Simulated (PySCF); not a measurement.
Be(I)(GeH3) (BeGeH3I), SMILES [GeH3][Be][I]. Geometry: B3LYP-D3(BJ)/def2-TZVP. The def2 effective core potentials stand for the cores of I; spin–orbit coupling is left out.

The numbers are results of PySCF with B3LYP-D3(BJ)/def2-TZVP, not measurements.

Harmonic wavenumbers (cm⁻¹): 147, 147, 173, 439, 439, 801, 826, 889, 889, 2102, 2104, 2104. Rotational constants (GHz): 82.16, 0.5506, 0.5506; symmetry number 3.

Question: Work out the zero-point energy and the ideal-gas rigid-rotor harmonic-oscillator thermochemistry at 298.15 K and 1 atm.

Answer: ZPE = ½ Σ hcν = ½ × 11060 cm⁻¹ = 66.15 kJ/mol. H − E(el) = 83.19 kJ/mol. Entropy in J/(mol K): translation 175.53, rotation 103.66, vibration 42.56, total 321.75. G − E(el) = -12.74 kJ/mol. Cp = 78.32 J/(mol K). Modes under 150 cm⁻¹ make the vibrational entropy uncertain.
